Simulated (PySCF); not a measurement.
Run record: geometry optimisation, 4-tert-butylthiophenol, `CC(C)(C)c1ccc(S)cc1`.

Computed with PBE0-D3(BJ)/def2-SVP geometry optimisation, gas phase (PySCF 2.14.0). Start geometry: GFN2-xTB. A driver script takes a list of jobs; this job's settings line and coordinates (Å) are shown.

Input:
```
{"job": {"xc": "PBE0", "basis": "def2-SVP", "d3": "d3bj", "grid": 2, "kind": "geom"}, "charge": 0, "multiplicity": 1}
C     -1.912282     1.355400    -0.225972
C     -1.340897     0.062072     0.372322
C     -1.639352     0.058884     1.874034
C     -2.034097    -1.154540    -0.257111
C      0.147362    -0.006206     0.069979
C      0.580367    -0.011254    -1.254883
C      1.919186    -0.071839    -1.580517
C      2.874216    -0.129331    -0.574384
S      4.583510    -0.203704    -1.029700
C      2.467226    -0.125462     0.749451
C      1.119865    -0.064368     1.060181
H     -1.783175     1.384511    -1.304423
H     -1.409586     2.220668     0.201510
H     -2.975367     1.431188    -0.007575
H     -1.275188    -0.851266     2.344844
H     -1.190788     0.919938     2.364015
H     -2.715175     0.108430     2.028574
H     -1.609777    -2.075389     0.137735
H     -1.918026    -1.162711    -1.337277
H     -3.097699    -1.138933    -0.029176
H     -0.136853     0.031649    -2.059936
H      2.231527    -0.074963    -2.614005
H      5.059658    -0.245334     0.213550
H      3.199016    -0.169943     1.544243
H      0.845396    -0.063354     2.102349
```

Output:
```
step   0  E = -786.70629552  max force = 0.015181
step   1  E = -786.70878795  max force = 0.002727
step   2  E = -786.70882254  max force = 0.000641
step   3  E = -786.70882006  max force = 0.000948
step   4  E = -786.70882834  max force = 0.000215
optimisation converged
```

Energies in Eh; «max force» is the largest Cartesian gradient component in Eh/bohr.

**Question.** How much energy does the optimisation release, in kJ/mol?

**Answer.** E(step 0) − E(last step) = 0.002533 Eh, which is 6.6 kJ/mol.

**Question.** Give the first gradient maximum in eV/Å.

**Answer.** With 1 Eh/bohr = 51.422 eV/Å, 0.781 eV/Å.

Main results: final energy -786.70883 Eh after 4 steps; dipole 1.38 D.

**Question.** Estimate the wall time. Hardware: one thread, Intel Xeon Platinum 8488C (x86_64), shared host with 192 logical CPUs at a one-minute load of 56. And the peak memory of the process?

**Answer.** About 3.0 min, with 1.1 GiB resident at the peak, the Python interpreter and its libraries included.
Labels such as C1 count atoms from 1, the log's own numbers from 0.
